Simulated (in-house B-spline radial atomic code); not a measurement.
Values are calculated unless marked as measured or tabulated.
# Two electrons in Si: a parabolic dot with ħω = 13 meV in all three directions

For Si the NSM archive of the Ioffe Institute lists m_l = 0.98 m0, m_t = 0.19 m0 and ε = 11.7; the model takes one isotropic valley with the conductivity mass 3/(1/m_l + 2/m_t) = 0.26 m0, and so misses anisotropy and the other valleys. All triplets below are those of one valley; with several valleys two electrons can form a triplet in the 1s orbital itself, at an energy set by the valley splitting.

Effective-mass model with parabolic bands, a uniform dielectric constant, no image charges, no central-cell or spin-orbit terms. Two-electron levels come from full CI in B-splines with partial waves to l = 5 (up to 0.001 effective hartree above the limit).

(1) What are the effective units, and what is the potential in them?

In these units the lowest s and p orbitals lie at 0.378000 and 0.630000, and their Coulomb and exchange integrals are J_ss = 0.400535, J_sp = 0.333779 and K_sp = 0.06676. (For a parabolic well J_ss = √(2ω/π).) Full CI gives 1.096872 for the ground singlet, 1.259061 for the sp triplet, 1.348959 for the sp singlet and 1.511073 for the lowest triplet of two s orbitals.

(2) What does it cost to add the second electron, to first order and exactly?

(3) How far above the singlet do the triplets lie?

## Answers

(1) Ha* = 27211.386 meV × 0.26/11.7² = 51.68 meV and a* = 0.0529177 nm × 11.7/0.26 = 2.381 nm. The frequency is ω = 0.252 Ha*. The one-electron levels are 3ω/2 = 0.3780 and 5ω/2 = 0.6300 Ha*.

(2) To first order E = 2ε_s + J_ss = 1.156535, so the charging energy E(2) − 2E(1) is J_ss = 20.7 meV. CI gives 1.096872 − 2 × (0.378000) = 0.340872, or 17.62 meV: relaxation and correlation lower it by 3.084 meV, 14.9 % of J_ss. The s² configuration of one-electron orbitals holds 91.5 % of the state, and the mean radius is 6.04 nm.

(3) To first order the sp triplet lies at ε_s + ε_p + J_sp − K_sp = 1.275023, which is 6.124 meV above 2ε_s + J_ss. CI gives 1.259061 − (1.096872) = 0.162189, or 8.383 meV, 64 % of the orbital spacing of 13.02 meV. The ss triplet lies 21.41 meV up, so the lower of the two is the sp one, and its gap equals k_BT at 97.3 K. The sp singlet-triplet splitting is 4.646 meV, against 2K_sp = 6.9 meV. The sp singlet lies ħω above the ground state (0.252086 against 0.252), as Kohn's theorem demands for a parabolic well.
